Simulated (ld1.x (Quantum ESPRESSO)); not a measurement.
Bi (Z = 83), TM: configuration errors across variants

- Element: Bi (Z = 83)
- Generator: ld1.x (Quantum ESPRESSO) 7.5
- Type: norm-conserving Troullier–Martins (Kleinman–Bylander form)
- Functional: PBE
- Relativity: scalar-relativistic
- Frozen core: [Xe] 4f14
- Valence charge: 15
- Reference configuration: 5d10 6s2 6p3
- Partial waves: 6s (bound): rc 1.95 bohr; 6p (bound): rc 2.35 bohr; 5d (bound): rc 1.35 bohr
- Local potential: all-electron potential smoothed inside 1.10 bohr (lloc = -1)
- Core correction: a·sin(br)/r model core inside 1.15 bohr

All-electron excitation energies from the reference (eV): (1) 5d10 6s2 6p2 7.913; (2) 5d10 6s2 6p1 23.160; (3) 5d10 6s2 6p0 46.502; (4) 5d10 6s2 6p2.5 3.097; (5) 5d10 6s0 6p5 20.501; (6) 5d10 6s2 6p3.3 -1.094.

Tests that are not counted but printed errors over 1 eV. “base”: 5d10 6s1 6p0 (pseudo-atom not self-consistent, printed error -1568 eV). “all radii but the core radius scaled by about 0.92 (s 1.80, p 2.18, d 1.24 bohr); local potential all-electron potential smoothed inside 1.02 bohr (lloc = -1)”: 5d10 6s2 6p1 (solver errors, printed error -1487 eV); 5d10 6s2 6p2 (solver errors, printed error -59.7 eV); 2 more.

A true bound ghost makes a file unfit for plane-wave use even where its test errors are small: the radial tests pick states by their node count and pass the ghost by. Where a test does run into it, the solver fails or the error is huge.

Errors AE − PS in meV (a dash: test not solved or not reliable):

| change | (1) | (2) | (3) | (4) | (5) | (6) | bound ghosts |
| --- | --- | --- | --- | --- | --- | --- | --- |
| base | -2.1 | -6.5 | -24 | -1.1 | -19 | +0.6 | s, p |
| all radii but the core radius scaled by about 0.76 (s 1.48, p 1.78, d 1.02 bohr); local potential all-electron potential smoothed inside 0.82 bohr (lloc = -1) | +3.8 | +15 | -31 | +0.2 | +39 | +1.0 | s, p |
| all radii but the core radius scaled by about 0.85 (s 1.66, p 2.00, d 1.14 bohr); local potential all-electron potential smoothed inside 0.94 bohr (lloc = -1) | -1.3 | -6.4 | -43 | -0.9 | +2.2 | +0.7 | s, p |
| all radii but the core radius scaled by about 0.92 (s 1.80, p 2.18, d 1.24 bohr); local potential all-electron potential smoothed inside 1.02 bohr (lloc = -1) | – | – | – | -0.2 | -14 | +0.8 | s, p |
| all radii but the core radius scaled by about 1.11 (s 2.16, p 2.60, d 1.50 bohr); local potential all-electron potential smoothed inside 1.22 bohr (lloc = -1) | -2.8 | -9.8 | -33 | -1.3 | -21 | +0.6 | s, p |
| all radii but the core radius scaled by about 1.30 (s 2.52, p 3.04, d 1.76 bohr); local potential all-electron potential smoothed inside 1.42 bohr (lloc = -1) | -4.3 | -19 | -60 | -1.6 | -41 | +0.5 | s, p |
| all radii but the core radius scaled by about 1.39 (s 2.70, p 3.26, d 1.88 bohr); local potential all-electron potential smoothed inside 1.52 bohr (lloc = -1) | -7.1 | -32 | -90 | -2.2 | -65 | +0.4 | s, p |

Give the same row for: all radii but the core radius scaled by about 1.19 (s 2.32, p 2.80, d 1.60 bohr); local potential all-electron potential smoothed inside 1.30 bohr (lloc = -1).

-3.1, -12, -43, -1.3, -18, +0.6; bound ghosts: s, p.
